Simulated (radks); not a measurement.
Se6+, 28 electrons, occupied as [Ar] 3d10.

Method: Dirac Kohn-Sham, PBE, spin-unpolarised, spherical densities, finite nucleus; Fermi nuclear charge, rms radius 4.14 fm; computed with a radial shooting solver on a logarithmic mesh with Libxc functionals.

Energy parts (hartree):
| part | energy |
|---|---|
| total | -2420.70369 |
| kinetic | 2478.88005 |
| electron-nucleus | -5752.75612 |
| Hartree | 938.77157 |
| exchange-correlation | -85.59919 |

Orbitals (lengths in bohr, moments of r in powers of bohr):
orbital  occ.  eigenvalue (hartree)      <r>     <r^2>  <1/r>  small-component weight
1s1/2       2             -462.7255  0.04408  0.002616  34.56                1.52e-02
2s1/2       2             -62.28966   0.1956   0.04520  7.687                2.98e-03
2p1/2       2             -56.22297   0.1685   0.03484  7.652                2.97e-03
2p3/2       4             -54.68700   0.1722   0.03630  7.416                2.91e-03
3s1/2       2             -11.05429   0.5722    0.3767  2.505                7.09e-04
3p1/2       2              -8.97399   0.5795    0.3933  2.387                6.59e-04
3p3/2       4              -8.75651   0.5897    0.4071  2.331                6.42e-04
3d3/2       4              -5.16032   0.6121    0.4619  2.071                5.26e-04
3d5/2       6              -5.12648   0.6159    0.4675  2.057                5.21e-04

The highest occupied level is 3d5/2 at -139.50 eV. Summed over all electrons, <r^2> = 8.131 bohr^2, which gives a Langevin (diamagnetic) susceptibility term of -6.44 x 10^-6 cm^3/mol. The density falls to 0.001 e/bohr^3 at r = 2.03 bohr. The electron density at the nucleus is 3.971e+04 e/bohr^3. For comparison, the ionisation energy in NIST's Atomic Spectra Database is 155.33 eV (measured). In exact Kohn-Sham theory the highest level is minus the ionisation energy, but local and semilocal functionals leave it too shallow, through self-interaction and a potential that decays too fast; potentials with the right tail come closer.
